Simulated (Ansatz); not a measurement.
`N#CCCl` + HI → `ClCI` + `C#N` at 500 K and 1 bar (substitution at a C–C bond).

Isolated molecules relaxed with PBE0-D4/def2-TZVP in Ansatz; ΔE leaves out vibrations. CBS: MP2 limit from def2 TZ/QZ plus the TZ coupled-cluster correction, frozen cores. This one scheme is used for every species. Elements past krypton have def2 core potentials. For I outer-core shells are correlated without core-valence functions, which leaves a few kJ/mol of doubt a bond.

```json
{"species": "`N#CCCl`", "CCSD(T)/CBS energy (Eh)": "-591.75758", "H − E (kJ/mol)": "125.5", "S (J/(mol·K))": "321.7"}
{"species": "HI", "CCSD(T)/CBS energy (Eh)": "-298.03592", "H − E (kJ/mol)": "28.6", "S (J/(mol·K))": "221.6"}
{"species": "`ClCI`", "CCSD(T)/CBS energy (Eh)": "-796.46468", "H − E (kJ/mol)": "99.4", "S (J/(mol·K))": "327.2"}
{"species": "`C#N`", "CCSD(T)/CBS energy (Eh)": "-93.32098", "H − E (kJ/mol)": "60.1", "S (J/(mol·K))": "220.8"}
```

H − E and S are ideal-gas, rigid-rotor, harmonic terms from PBE0-D4/def2-TZVP. 1 Eh = 2625.50 kJ/mol, R = 8.31446 J/(mol·K).

Q: By hand: ΔE, ΔH, ΔS and ΔG.

A: ΔE = (-796.46468) + (-93.32098) − (-591.75758) − (-298.03592) = 0.00784 Eh = 20.6 kJ/mol. Δ(H − E) = 99.4 + 60.1 − 125.5 − 28.6 = 5.4, so ΔH = 26.0 kJ/mol. ΔS = 327.2 + 220.8 − 321.7 − 221.6 = 4.7 J/(mol·K). ΔG = 26.0 − 500 × (4.7)/1000 = 23.6 kJ/mol.

Q: By hand: the equilibrium constant, and the temperature at which ΔG would vanish if ΔH and ΔS stayed fixed.

A: log₁₀ K = −ΔG/(RT ln 10) = -2.5. ΔG = 0 at ΔH/ΔS = 5532 K, far beyond where these terms or the molecules hold.

The number of gas molecules stays the same, so ΔS is small and ΔH decides. A doubt of 5 kJ/mol in ΔE shifts log₁₀ K by 0.5 here. These are equilibria of isolated gas molecules and say nothing of rates. Largest T1 diagnostic: 0.014 (customary marks: 0.02 for closed shells, 0.045 for open ones).
